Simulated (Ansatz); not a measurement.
Two structures of SiNH₇Cl₂O, singlet, reached by relaxing down either side of one saddle point (PBE0-D4/def2-TZVP). Energies are electronic, without zero-point energy. Ansatz 0.2.0; basis: def2-TZVPP and def2-QZVPP; cores frozen in the correlated methods. Extrapolation: Hartree–Fock as exp(−7.88 √X), correlation as X^−2.97. First:

```
atom    x (Å)    y (Å)    z (Å)
 Si1  -1.2771  -0.6717  -0.2488
  H2  -0.6668  -1.2031   0.9876
 Cl3  -2.2749  -2.4647  -0.8102
 Cl4  -0.0090  -0.5309  -1.9177
  H5  -2.4681   0.2011  -0.2729
  H6   0.6987   0.9500   0.5476
  N7  -0.3000   1.1340   0.4113
  H8   2.8735  -0.5447   0.6989
  O9   2.4235   0.1254   0.1794
 H10  -0.3941   1.8890  -0.2596
 H11  -0.6998   1.4438   1.2910
 H12   2.0940  -0.3285  -0.6066
```

Second:

Si1  (-1.111, -0.082, -1.048)
H2  (-0.252, -0.657, 2.839)
Cl3  (-0.011, -0.601, -2.688)
Cl4  (-2.951, 0.516, -1.721)
H5  (-1.302, -1.237, -0.161)
H6  (1.485, 0.063, 0.201)
N7  (-0.237, 1.129, -0.221)
H8  (0.348, -0.780, 2.408)
O9  (2.095, -0.597, 0.562)
H10  (-0.005, 1.983, -0.706)
H11  (-0.504, 1.323, 0.735)
H12  (2.446, -1.059, -0.202)
(Å)

**Question.** Which bonds change from the first to the second?

**Answer.** SiH₂Cl₂ ([Cl][SiH2][Cl]) + H₂O + NH₃ → SiNH₃Cl₂ ([NH2][SiH]([Cl])[Cl]) + H₂O + H₂; bonds formed: H2–H8, H6–O9; dative contacts that become bonds: Si1–N7; bonds broken: Si1–H2, H6–N7, H8–O9.

**Question.** Give the saddle point's structure and its height above each. (To be estimated.)

**Answer.** The calculation gives: 37.50 kcal/mol above the first and 41.97 kcal/mol above the second (CCSD(T) at an estimated basis limit (MP2 extrapolated from triple and quadruple zeta, plus CCSD(T) − MP2 in triple zeta)).
```
12
angstrom
Si -1.0682 -0.3308 -0.3066
H -0.2161 -0.9803 1.0528
Cl -0.1394 -1.8133 -1.4277
Cl -2.1644 0.5504 -1.9311
H -2.2607 -0.6086 0.5167
H 1.2182 0.5213 0.2647
N -0.0040 1.1150 -0.0587
H 0.8155 -0.7864 1.0049
O 1.8533 -0.2537 0.7894
H -0.0888 1.7668 -0.8311
H -0.2599 1.6112 0.7912
H 2.3143 -0.7918 0.1356
```

T1 diagnostic: at most 0.010.

Labels in which every atom is bracketed show which atoms are joined, not bond orders.

For scale, one of the runs: CCSD(T)/def2-TZVPP, 286 basis functions, launched by `ansatz run in.yaml --threads 8 --pin off --events-out ev --progress --plain --max-ram 19148MiB`. The run took 3.1 min on 8 CPU threads of an Intel Xeon (shared host), with 8.4 GiB of host memory at its peak.
